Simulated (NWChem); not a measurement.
CNO, doublet; SMILES [N]=C=O

Results from NWChem. Spin-unrestricted. The state is orbitally degenerate and is run as one real component. Coordinates come from a PBE0/def2-SVP, spin-unrestricted optimisation. No stability test was run on the SCF state. Level: M05-2X/def2-SVP with SMD (1 M gas to 1 M solution), gas-phase geometry. Reactions with the solvent are ignored.

Task: Estimate the computed values for solvent N,N-dimethylformamide. Quantities: solvation free energy (kcal/mol); cavity-dispersion-structure term (kcal/mol); dipole in solution (D).

Result: 
| Quantity | Value |
|---|---|
| solvation free energy (kcal/mol) | -0.9 |
| cavity-dispersion-structure term (kcal/mol) | 1.5 |
| dipole in solution (D) | 0.78 |
